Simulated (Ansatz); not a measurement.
Start from `CC(F)OC(F)F` and change one atom or group to get `FCC(F)OC(F)F`.

Ansatz, PBE0-D4/def2-TZVP geometries, multiplicity 1. Each molecule was computed in one conformer, which needn't be the lowest.

```tsv
property	`CC(F)OC(F)F`
HOMO–LUMO gap (PBE0/def2-TZVPP) / eV	11.28
LUMO energy (B3LYP/def2-TZVPP) / eV	1.16
size of the dipole moment (ωB97M-V/def2-TZVPP) / D	1.82
HOMO energy (PBE/def2-TZVPP) / eV	-7.98
HOMO energy (ωB97M-V/def2-TZVPP) / eV	-12.18
HOMO–LUMO gap (B3LYP/def2-TZVPP) / eV	10.68
```

Problem. Give the same properties after the change, and the shifts. (An estimate is asked.)

Solution. The calculation gave: 
```csv
property,`FCC(F)OC(F)F`,shift
HOMO–LUMO gap (PBE0/def2-TZVPP) / eV,11.35,0.07
LUMO energy (B3LYP/def2-TZVPP) / eV,1.07,-0.09
size of the dipole moment (ωB97M-V/def2-TZVPP) / D,0.21,-1.61
HOMO energy (PBE/def2-TZVPP) / eV,-8.14,-0.16
HOMO energy (ωB97M-V/def2-TZVPP) / eV,-12.33,-0.15
HOMO–LUMO gap (B3LYP/def2-TZVPP) / eV,10.77,0.09
```

With PBE0 the HOMO falls by 0.15 eV and the LUMO falls by 0.08 eV, so the gap widens by about 0.07 eV. PBE moves the HOMO by -0.16 eV and ωB97M-V by -0.15 eV. Dipoles are sizes alone; their direction can turn.

B3LYP here is the variant with VWN-RPA as its local correlation; programs differ in this.
